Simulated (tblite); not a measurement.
Compound: C7H5F3O2SSi.
SMILES with atom numbers: `[CH:1]#[C:2][C:3]1=[CH:4][CH:5]=[C:6]([S:7](=[O:8])(=[O:9])[C:10]([F:11])([F:12])[F:13])[SiH2:14]1` (hydrogens: H15 on C1; H16 on C4; H17 on C5; H18, H19 on Si14)

Structure optimised with GFN2-xTB, isolated species.

(1) List the bond lengths, angles and torsions at this level.

## Answers

(1) 
```csv
bond,length (Å),order
C1≡C2,1.204,triple
C2–C3,1.394,single
C3=C4,1.357,double
C4–C5,1.443,single
C5=C6,1.341,double
C6–S7,1.736,single
"S7=O8, S7=O9",1.429,double
S7–C10,1.898,single
C10–F11,1.324,single
"C10–F12, C10–F13",1.337,single
C6–Si14,1.882,single
C3–Si14,1.918,single
C1–H15,1.049,single
C4–H16,1.079,single
C5–H17,1.079,single
"Si14–H18, Si14–H19",1.458,single
```

Bonds in one row agree within 0.01 Å and their mean is given. Orders are formal, as drawn. A selection of angles:
```csv
angle,degrees
C1–C2–C3,177.9
C2–C3–C4,124.0
C2–C3–Si14,125.9
C4–C3–Si14,110.1
C3–C4–C5,115.9
C4–C5–C6,115.2
C5–C6–S7,123.3
C5–C6–Si14,112.2
S7–C6–Si14,124.4
C6–S7–O8,113.2
C6–S7–O9,109.7
C6–S7–C10,100.3
O8–S7–O9,119.9
O8–S7–C10,106.0
S7–C10–F11,113.3
S7–C10–F12,109.7
F11–C10–F12,108.7
F12–C10–F13,107.2
C3–Si14–C6,86.6
```

Torsions: C2–C3–C4–C5 180° (antiperiplanar); C3–C4–C5–C6 0° (synperiplanar); C4–C5–C6–S7 -179° (antiperiplanar); C5–C6–S7–O8 -24° (synperiplanar); C6–S7–C10–F11 177° (antiperiplanar); C5–C6–Si14–C3 0° (synperiplanar); C2–C3–Si14–C6 180° (antiperiplanar). The mirror-image conformer, all signs reversed, is as good.

The 2 C–S bonds span 1.736 Å (C6–S7, drawn single) to 1.898 Å (S7–C10, drawn single), a spread of 0.162 Å. The 5 C–C bonds span 1.204 Å (C1≡C2, drawn triple) to 1.443 Å (C4–C5, drawn single), a spread of 0.239 Å. Of the pairs four or more bonds apart, F13···Si14 is among the closest relative to their van der Waals radii: 3.54 Å, 99 % of the sum of Bondi's values. The C–Si distances run from 1.882 Å (C6–Si14, drawn single) to 1.918 Å (C3–Si14, drawn single), a spread of 0.036 Å. S7 (sulfonyl sulfur) is distorted tetrahedral (angles from 100.3° to 119.9°). The 5-membered ring C3–C4–C5–C6–Si14 has internal angles of 86.6° to 115.9° (sum 540°, against 540° for a flat polygon); it is planar, 0.00 Å rms from its mean plane, widest ring torsion 0°. Si14 (SiH2 silicon) has angles from 86.6° to 116.3°.

Point group: C1 (no symmetry element, even within 0.4 Å). Its GFN2-xTB frequencies are all real (lowest 26 cm⁻¹). One conformer, not necessarily the lowest.

All values are computed, not measured.
